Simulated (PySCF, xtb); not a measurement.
C2H8BFN2, SMILES NB(N)[C@@H](F)C. The values are those of a single conformer.

Harmonic wavenumbers (cm⁻¹) from GFN2-xTB run with xtb 6.7.1 at its own minimum, in rising order: 38, 171, 183, 224, 311, 390, 395, 441, 476, 491, 530, 556, 706, 815, 891, 903, 1004, 1062, 1109, 1238, 1289, 1303, 1394, 1418, 1481, 1497, 1536, 1543, 2889, 3022, 3042, 3050, 3512, 3519, 3555, 3563.

Problem. What does r2SCAN-D4/def2-SVP (PySCF) give at its own minimum? (The exact figures need the calculation; the answer reports its results.)

Solution. 48, 198, 222, 266, 302, 336, 379, 409, 454, 472, 602, 623, 729, 846, 896, 920, 1000, 1072, 1122, 1240, 1333, 1369, 1376, 1424, 1450, 1476, 1582, 1606, 3000, 3029, 3126, 3133, 3610, 3617, 3720, 3724. Paired by order, the mean absolute difference is 45 cm⁻¹ and the zero-point energies are 70.8 and 72.5 kcal/mol.
